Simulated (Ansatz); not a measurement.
Relaxation of AlClH5NOSi (10 atoms, charge 0, multiplicity 1), to a largest force component of 0.02 eV/Å in at most 40 steps.

Computed with Ansatz 0.2.0, RKS B3LYP-D4/STO-3G.

```xyz
10
Properties=species:S:1:pos:R:3:forces:R:3
Al 0.000 0.000 0.000 -0.84 -0.44 -1.54
Cl 0.000 0.000 2.230 0.06 -0.02 -2.23
O 1.542 0.000 -0.890 -2.48 0.77 1.51
Si 2.387 -1.376 -1.352 -0.20 -0.26 0.18
H 1.460 -2.351 -1.918 0.29 -0.06 0.04
H 3.388 -1.020 -2.353 -0.26 0.01 0.25
H 3.050 -1.955 -0.187 -0.03 -0.09 -0.26
N -1.663 0.000 -0.960 3.51 0.01 1.94
H -2.332 -0.816 -0.861 0.24 1.45 -0.38
H -1.912 0.816 -1.589 -0.30 -1.37 0.51
```

**Question.** Where does it end, and by what steps?

**Answer.** The run converged. Limits of this set-up: minimal basis. After 20 steps the energy has fallen by 1.490 eV; Cl2 moved furthest, 1.68 Å.

```
step  energy less start (eV)  largest force component (eV/Å)  accepted
   0                  0.0000                           3.514       yes
   1                 -0.9128                           1.290       yes
   2                 -1.1112                           1.282       yes
   3                 -1.2100                           0.902       yes
   4                 -1.2892                           0.432       yes
   5                 -1.3236                           1.458       yes
   6                 -1.3863                           0.211       yes
   7                 -1.4097                           0.165       yes
   8                 -1.4348                           0.317       yes
   9                 -1.4330                           0.641        no
  10                 -1.4545                           0.132       yes
  11                 -1.4661                           0.094       yes
  12                 -1.4736                           0.190       yes
  13                 -1.4789                           0.161       yes
  14                 -1.4844                           0.046       yes
  15                 -1.4866                           0.061       yes
  16                 -1.4877                           0.070       yes
  17                 -1.4888                           0.066       yes
  18                 -1.4894                           0.065       yes
  19                 -1.4900                           0.035       yes
  20                 -1.4901                           0.003       yes
```

```xyz
10
Properties=species:S:1:pos:R:3
Al -0.230 -0.477 -0.408
Cl -0.091 -1.473 1.426
O 1.021 -0.507 -1.515
Si 2.480 -1.322 -1.255
H 2.281 -2.748 -1.083
H 3.299 -1.106 -2.427
H 3.186 -0.815 -0.094
N -1.675 0.383 -0.759
H -2.496 0.453 -0.134
H -1.853 0.910 -1.632
```

Whether the end is a true minimum wasn't checked by a vibrational analysis.

Time of the run: 77 s on 1 thread of Arm Neoverse V1, with other jobs on the host, peak memory 0.17 GiB.
